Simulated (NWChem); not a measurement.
## Basis-set convergence for FNa

```xyz
2

Na     0.0000     0.0000    -0.8497
F      0.0000     0.0000     1.0385
```
Charge 0, spin multiplicity 1.

All runs are NWChem calculations. Structure: optimised with PBE0/def2-SVP, a minimum by its harmonic frequencies.

Quantity: first vertical ionisation energy at the level G0W0@PBE.

The structure started from a generated list of species.

```tsv
basis	functions	first vertical ionisation energy (eV)
def2-SVP	29	…
def2-SVPD	41	…
def2-TZVPP	63	7.62
def2-TZVP	63	7.62
def2-TZVPD	75	…
```

### Question
Some entries are withheld; supply them.

### Answer

- def2-SVP, first vertical ionisation energy (eV): 6.68
- def2-SVPD, first vertical ionisation energy (eV): 7.68
- def2-TZVPD, first vertical ionisation energy (eV): 7.93
